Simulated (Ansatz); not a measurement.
`C#[C][In]([Cl])[Cl]` + H₂ → `C#[C][InH][Cl]` + HCl at 298.15 K and 1 bar (hydrogenolysis of the In–Cl bond).

Gas-phase electronic energies from Ansatz, PBE0-D4/def2-TZVP geometries. CCSD(T)/CBS adds triple-zeta CCSD(T) − MP2 to the extrapolated MP2 energy (def2 sets, frozen cores). This one scheme is used for every species. def2 core potentials past Kr. For In outer-core shells are correlated without core-valence functions, which leaves a few kJ/mol of doubt a bond.

```json
{"species": "`C#[C][In]([Cl])[Cl]`", "CCSD(T)/CBS energy (Eh)": "-1186.11436", "H − E (kJ/mol)": "75.4", "S (J/(mol·K))": "370.5"}
{"species": "H₂", "CCSD(T)/CBS energy (Eh)": "-1.17544", "H − E (kJ/mol)": "35.1", "S (J/(mol·K))": "130.4"}
{"species": "`C#[C][InH][Cl]`", "CCSD(T)/CBS energy (Eh)": "-726.87417", "H − E (kJ/mol)": "85.1", "S (J/(mol·K))": "339.8"}
{"species": "HCl", "CCSD(T)/CBS energy (Eh)": "-460.38127", "H − E (kJ/mol)": "26.6", "S (J/(mol·K))": "186.8"}
```

H − E and S are ideal-gas, rigid-rotor, harmonic terms from PBE0-D4/def2-TZVP. The MP2-based limit puts H₂ 0.8 mEh under its directly extrapolated value; such offsets cancel only in part. 1 Eh = 2625.50 kJ/mol, R = 8.31446 J/(mol·K).

Task: By hand: ΔE, ΔH, ΔS and ΔG.

Result: ΔE = (-726.87417) + (-460.38127) − (-1186.11436) − (-1.17544) = 0.03436 Eh = 90.2 kJ/mol. Δ(H − E) = 85.1 + 26.6 − 75.4 − 35.1 = 1.2, so ΔH = 91.4 kJ/mol. ΔS = 339.8 + 186.8 − 370.5 − 130.4 = 25.7 J/(mol·K). ΔG = 91.4 − 298.15 × (25.7)/1000 = 83.7 kJ/mol.

Task: By hand: the equilibrium constant, and the temperature at which ΔG would vanish if ΔH and ΔS stayed fixed.

Result: log₁₀ K = −ΔG/(RT ln 10) = -14.7. ΔG = 0 at ΔH/ΔS = 3556 K, far beyond where these terms or the molecules hold.

ΔH outweighs TΔS. A doubt of 5 kJ/mol in ΔE shifts log₁₀ K by 0.9 here. These are equilibria of isolated gas molecules and say nothing of rates. Largest T1 diagnostic: 0.014 (customary marks: 0.02 for closed shells, 0.045 for open ones).
